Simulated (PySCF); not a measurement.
C₂H₅O (SMILES [CH2]OC), doublet, geometry from GFN2-xTB. Base run: B3LYP/cc-pVDZ (PySCF).

Geometry (Å):
```xyz
8

C      0.0313     1.1819    -0.3385
O      0.2446     0.1093     0.4725
C     -0.1559    -1.1329    -0.0406
H      0.2514     2.1218     0.1257
H     -0.6883     1.1070    -1.1348
H      0.0262    -1.8705     0.7394
H     -1.2205    -1.1303    -0.3020
H      0.4228    -1.3968    -0.9333
```
Charge 0, spin multiplicity 2.
Orbitals are unrestricted.
All else is at PySCF's defaults.
Base energy -154.36855 Eh.

Each row names what was changed in the base input (with any setting that the change needs).

```csv
change,ΔE vs base (µEh),grid points,electrons on the grid
base,0.0,91360,25.00001
grids.level = 4,1.3,164016,25.00000
grids.level = 2,-0.2,60488,25.00001
grids.radi_method = mura_knowles,0.0,87472,25.00001
grids.prune = dft.gen_grid.treutler_prune,1.4,78400,25.00000
grids.level = 0,6444,6360,25.00026
grids.radi_method = gauss_chebyshev,0.1,89384,25.00001
grids.prune = off,-0.2,143456,25.00001
"grids.atom_grid = (99, 590)",1.4,259896,25.00000
grids.radi_method = delley,0.0,98776,25.00001
grids.level = 1,4.6,27904,24.99993
```

Open shells are given as the SCF converged; they aren't shown to be the lowest states, and a large step between rows can be another state.
